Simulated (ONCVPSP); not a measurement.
**Configuration tests for I (Z = 53) (ONCV)**

| Item | Value |
| --- | --- |
| Element | iodine |
| Generator | ONCVPSP 4.0.1 |
| Type | optimised norm-conserving Vanderbilt (ONCV) |
| Functional | PBE |
| Relativity | scalar-relativistic |
| Frozen core | [Kr] 4d10 |
| Valence charge | 7 |
| Reference configuration | 5s2 5p4.5 (charge +0.5) |
| Partial waves | 5s: rc 1.80 bohr, ncon 3, nbas 8, qcut 3.1 1/bohr, 2 projectors, debl 0.4 Ha; 5p: rc 1.60 bohr, ncon 4, nbas 8, qcut 5.6 1/bohr, 2 projectors, debl 2.2 Ha; d scattering state at 0.28 Ha: rc 1.60 bohr, ncon 4, nbas 9, qcut 5.1 1/bohr, local |
| Local potential | the d channel |
| Core correction | polynomial model core, fcfact 0.6 |

In the s channel the program set the typed energies aside and used -0.797, 0.250 Ha.

Energies are relative to the spin-unpolarised reference configuration 5s2 5p4.5; without spin polarisation the order of configurations can differ from experiment.

Give the all-electron excitation energy and the error of the potential for: 5s2 5p5; 5s2 5p4; 5s2 5p3; 5s1 5p5.

```csv
valence configuration,charge,ΔE all-electron (eV),error AE − PS (meV)
5s2 5p5,0,-4.532,+0.7
5s2 5p4,+1,6.599,-2.5
5s2 5p3,+2,26.446,-19
5s1 5p5,+1,17.579,-24
```

Levels in the configuration 5s2 5p4:

```json
{"level": "5s", "all-electron (eV)": "-26.250", "pseudo (eV)": "-26.253"}
{"level": "5p", "all-electron (eV)": "-15.349", "pseudo (eV)": "-15.353"}
```

Note: ghosts flagged at negative energy: s at -642.6 eV, p at -454.4 eV, p at -48.1 eV; no localised positive-energy state flagged. A true bound ghost makes a file unfit for plane-wave use.
